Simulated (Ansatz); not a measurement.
Calculated with Ansatz (gas phase, PBE0-D4/def2-TZVP geometries, no zero-point term in ΔE). CCSD(T)/CBS is the MP2 limit (def2-TZVPP, def2-QZVPP) plus CCSD(T) − MP2 in def2-TZVPP, frozen cores. This one scheme is used for every species, atoms too. For atomizations the MP2-based limit and the directly extrapolated one differ by several kJ/mol either way, and by 10 to 25 for some Ge, Se and Sn compounds, so smaller differences from it don't rank the levels. Functionals use def2-TZVPP. HSE06 is defined as in plane-wave codes. Open shells (•) are unrestricted, without spin–orbit coupling. Spin–orbit coupling would lower the free atoms: a little for C, O; clearly for Ga, Ge. For Ga, Ge outer-core shells are correlated without core-valence functions, so the limit isn't a true one: a few kJ/mol of doubt a bond, and 10 to 20 or more in all where bonds break to atoms. Scalar relativity is left out up to krypton. Each species was taken in one conformer, which may not be the lowest.

`C[O][GeH2][GaH2]` → C• + Ga• + Ge• + 7 H• + O•  (atomization)

```tsv
level	ΔE (kcal/mol)
LDA (SPW92)	904.5
revPBE-D4	777.8
CAM-B3LYP-D4	795.4
HSE06	782.4
MP2/def2-TZVPP	784.0
SCS-MP2/def2-TZVPP	785.1
CCSD(T)/def2-TZVPP	782.3
HF/def2-QZVPP	572.1
```

**Question.** What does CCSD(T)/CBS give? (Estimate.)

**Answer.** The calculation gave: +797.2 kcal/mol. The listed levels differ from it by 107.3, -19.4, -1.8, -14.8, -13.2, -12.1, -14.9, -225.1 kcal/mol.

Largest T1 diagnostic among the species: 0.013.

From r2SCAN to r2SCAN0 (25 % exact exchange), in def2-TZVPP and without D4, ΔE moves by −11.5 kcal/mol: exact exchange takes away binding that semilocal exchange gives to molecules. In def2-TZVPP, CCSD(T) changes the Hartree–Fock value by +210.8 kcal/mol (the triples alone add +10.1 kcal/mol) and MP2 by +212.5 kcal/mol; breaking electron pairs costs correlation energy, which Hartree–Fock lacks. The D4 term adds +8.5 kcal/mol with B3LYP and +4.5 kcal/mol with PBE0; it sums over pairs of atoms, weighted by their polarisabilities, and B3LYP, whose exchange is more repulsive, gets the larger term.

B3LYP here is the variant with VWN-RPA as its local correlation; programs differ in this.
